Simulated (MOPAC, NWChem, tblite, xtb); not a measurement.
## How methods differ on BNH3O2 (SMILES [NH]B(O)O)

The species is BNH3O2 (7 atoms), meant as a doublet with charge 0. SMILES: `[NH]B(O)O`. The coordinates come from a GFN2-xTB relaxation. This is one conformer, not always the lowest.

```xyz
7

N    -1.1163    0.8043    0.1960
B     0.0156   -0.0179    0.2480
O     0.5125   -0.4099    1.4403
O     0.6402   -0.4404   -0.9085
H    -1.5993    1.1759   -0.6003
H     1.2854   -0.9684    1.3586
H     0.2619   -0.1436   -1.7341
```

Each level gives the dipole moment (D). The values are calculated.

```
                              level            kind  program  value (D)   CPU time
                                PM6  semi-empirical    MOPAC       2.76  under 2 s
                                PM7  semi-empirical    MOPAC       2.68  under 2 s
                           GFN1-xTB  semi-empirical      xtb       3.57  under 2 s
                          IPEA1-xTB  semi-empirical   tblite       3.44  under 2 s
                         UHF/STO-3G    Hartree–Fock   NWChem       2.49      7.3 s
                          UHF/3-21G    Hartree–Fock   NWChem       3.46      5.3 s
                     UBLYP/def2-SVP             GGA   NWChem       2.66       94 s
UB3LYP/6-31G* (spherical functions)   global hybrid   NWChem       2.78       32 s
UB3LYP/6-31G* (Cartesian functions)   global hybrid   NWChem       2.78       32 s
```

The values span 2.49 to 3.57 D. Magnitudes only. Sets without polarisation functions give poor dipoles. CPU times are rough (shared hosts, several kinds of processor and program).
